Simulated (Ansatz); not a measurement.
Geometry optimisation, RKS B3LYP-D4/def2-SVP (Ansatz).

The input (input.yaml):

```yaml
crystal:
  periodic: [false, false, false]
  atoms:
    - { symbol: Sn, position_ang: [0.070108, -0.995356, -2.330794] }
    - { symbol: Cl, position_ang: [-0.024655, -2.524932, -0.469974] }
    - { symbol: Cl, position_ang: [-2.232572, -0.303941, -2.336207] }
    - { symbol: H, position_ang: [0.180242, 1.218951, -0.318679] }
    - { symbol: Si, position_ang: [0.432904, 0.752754, 1.030951] }
    - { symbol: H, position_ang: [-0.737762, -0.02186, 1.513288] }
    - { symbol: H, position_ang: [1.661045, -0.086075, 1.031471] }
    - { symbol: H, position_ang: [0.65069, 1.960459, 1.879845] }
basis:
  gaussian: { orbitals: def2-SVP }
hamiltonian:
  xc: b3lyp
  dispersion: d4
relax:
  f_tol: 0.03
  max_steps: 50
```

Run as:

```bash
$ ansatz run input.yaml --threads 2 --pin off --max-ram 3072MiB --backend cpu --events-out ev --progress --plain --runs-dir out
```

**Question.** Where does it end, and by what steps?

**Answer.** It converged. The force dipped under the threshold on the way, but the program's further checks kept it going. After 13 steps the energy has fallen by 0.100 eV; H4 moved furthest, 0.71 Å.

```
step  energy less start (eV)  largest force component (eV/Å)  accepted
   0                  0.0000                           1.006       yes
   1                 -0.0316                           0.214       yes
   2                 -0.0616                           0.161       yes
   3                 -0.0711                           0.280       yes
   4                 -0.0789                           0.136       yes
   5                 -0.0830                           0.211       yes
   6                 -0.0885                           0.026       yes
   7                 -0.0915                           0.071       yes
   8                 -0.0926                           0.200       yes
   9                 -0.0958                           0.105       yes
  10                 -0.0989                           0.021       yes
  11                 -0.0995                           0.050       yes
  12                 -0.0975                           0.059        no
  13                 -0.1003                           0.012       yes
```

```xyz
8
Properties=species:S:1:pos:R:3
Sn -0.082 -0.749 -2.339
Cl 0.226 -2.516 -0.704
Cl -2.357 -0.137 -1.800
H 0.666 0.732 -0.489
Si 0.431 0.668 1.002
H -0.869 0.002 1.247
H 1.569 -0.077 1.598
H 0.415 2.078 1.486
```

The run took 29 s on 2 threads of AMD EPYC 9R14 (Zen 4), with other jobs on the host, peak memory 0.26 GiB.
